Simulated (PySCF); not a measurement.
**Electric field gradients and quadrupole coupling constants**

Compound: C₃H₅FO₂S.
Geometry (GFN2-xTB, Å), atoms numbered from 1 in this order:
```
atom  x, y, z in Å
C1     2.103   -0.171   -0.527
C2     0.988   -0.497    0.085
F3     0.674   -1.738    0.482
S4    -0.321    0.687    0.520
C5    -1.817   -0.123   -0.100
O6    -0.388    0.783    1.948
O7    -0.069    1.882   -0.233
H8     2.877   -0.883   -0.759
H9     2.238    0.857   -0.807
H10   -2.657    0.522    0.127
H11   -1.707   -0.247   -1.169
H12   -1.919   -1.073    0.408
```

Field gradients from the PBE0/pcSseg-1 density (PySCF, non-relativistic), principal values in atomic units, ordered |Vxx| ≤ |Vyy| ≤ |Vzz|:

| atom | Vxx | Vyy | Vzz |
| --- | --- | --- | --- |
| S4 | -0.0328 | -0.2729 | 0.3058 |
| O6 | -0.5585 | -0.7685 | 1.3270 |
| O7 | -0.6088 | -0.7292 | 1.3380 |

Task: Find the asymmetry η = (Vxx − Vyy)/Vzz and the couplings χ = eQV/h (234.96 MHz × Q in barn × V in au), with Q(33S) = −0.0678 b, Q(17O) = −0.0256 b.

Result: 
| atom | environment | nucleus | η | χzz (MHz) | χxx (MHz) | χyy (MHz) |
| --- | --- | --- | --- | --- | --- | --- |
| S4 | sulfonyl sulfur | 33S | 0.79 | -4.871 | 0.523 | 4.348 |
| O6 | sulfonyl oxygen | 17O | 0.16 | -7.98 | 3.36 | 4.62 |
| O7 | sulfonyl oxygen | 17O | 0.09 | -8.05 | 3.66 | 4.39 |

Task: What is Vzz at O7 in SI units (1 au = 9.71736 × 10²¹ V/m²)?

Result: 1.3380 au = 13.001 × 10²¹ V/m².

Task: And the gradient at the other heavy atoms, for which no coupling is worked out here?

Result: 
| atom | environment | Vzz (au) | η |
| --- | --- | --- | --- |
| C1 | terminal =CH2 carbon | 0.301 | 0.20 |
| C2 | vinylic C–F carbon | 0.399 | 0.71 |
| F3 | vinyl fluorine | 2.959 | 0.09 |
| C5 | S-methyl carbon | 0.251 | 0.05 |

Task: What couplings would deuterons (Q(2H) = 0.00286 b) have in place of the hydrogens, at this geometry?

Result: 
```
atom  bonded to  bond length (Å)  Vzz (au)     η  χzz (kHz)
  H8         C1            1.077    0.3343  0.04        225
  H9         C1            1.075    0.3324  0.06        223
 H10         C5            1.083    0.3179  0.04        214
 H11         C5            1.082    0.3170  0.05        213
 H12         C5            1.082    0.3157  0.04        212
```

Isolated species at its GFN2-xTB geometry (one conformer only). GFN2-xTB bond lengths can be off by several hundredths of an ångström, more for odd bonds, and the gradients follow them. With so small a basis the couplings can be 20 % off.

These values come from a run that also computed NMR shieldings. Hardware: an Arm Neoverse V2 with one thread, no GPU, shared host with 32 logical CPUs at a one-minute load of 26. Cost: 18 s (with the writing of density and orbital grids), 0.70 GiB resident at most.
